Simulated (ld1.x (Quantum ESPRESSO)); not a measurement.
N: one change to a TM semilocal potential, before and after

ld1.x (Quantum ESPRESSO) 7.5 input, shortened:

```
&input
   title='N', zed=7., rel=1, dft='PZ', iswitch=3,
   config='[He] 2s2 2p3 3d-2'
 /
 &inputp
   pseudotype=1, tm=.true., lloc=2,
   nlcc=.false.
 /
3
2S  1  0   2.00   0.00  0.70  0.70  0.0
2P  2  1   3.00   0.00  1.25  1.25  0.0
3D  3  2  -2.00  -0.05  1.15  1.15  0.0
 &test
   configts(1)='2s2 2p3'
 /
```

Change: wave 2s (bound): rc 0.70 bohr becomes 2s (bound): rc 0.72 bohr.

Cutoffs: the cutoffs (Ry, on a coarse ladder) from which the occupation-weighted sum of valence levels, in a spherical-Bessel basis at the reference potential, stays within 10 and 1 mRy of its value at 400 Ry; they do not see the model core or the augmentation charge, which bear on the density cutoff. Errors are all-electron minus pseudo energies relative to the spin-unpolarised reference configuration.

Task: What does the change do?

Result: The potential gets softer (140 Ry and 300 Ry → 120 Ry and 260 Ry); the errors of the 9 common tests hardly move; neither file shows a bound ghost. A larger radius leaves more room for a smooth pseudo-wave, so fewer plane waves are needed. A semilocal file is local in each channel, so a ghost entry of none says nothing of the separable form that plane-wave codes build from it.

```csv
quantity,base,changed
"cutoff, loose",140 Ry,120 Ry
"cutoff, tight",300 Ry,260 Ry
loose cutoff by channel (10 mRy a level),"s 110 Ry, p 55 Ry","s 90 Ry, p 55 Ry"
bound ghosts,none,none
"error for 2s2 2p2, meV [ΔE 13.73 eV]",+5.4,+5.2
"error for 2s2 2p1, meV [ΔE 42.70 eV]",+81,+79
"error for 2s2 2p0, meV [ΔE 89.87 eV]",+443,+437
"error for 2s0 2p5, meV [ΔE 22.45 eV]",+57,+54
"error for 2s1 2p3, meV [ΔE 25.18 eV]",+0.2,-0.1
"error for 2s2 2p2.5, meV [ΔE 5.17 eV]",+0.3,+0.3
"error for 2s2 2p3.3, meV [ΔE -1.67 eV]",+0.1,+0.1
"error for 2s2 2p3 (spin-polarised), meV [ΔE -2.89 eV]",+291,+290
"error for 2s2 2p2 (spin-polarised), meV [ΔE 12.04 eV]",+204,+203
s: phases at 1.35 bohr within 0.05 rad from the reference energy up to (Ry; the scan ends near 5),to the end of the scan,to the end of the scan
p: phases at 1.35 bohr within 0.05 rad from the reference energy up to (Ry; the scan ends near 5),to the end of the scan,to the end of the scan
d: phases at 1.35 bohr within 0.05 rad from the reference energy up to (Ry; the scan ends near 5),to the end of the scan,to the end of the scan
```
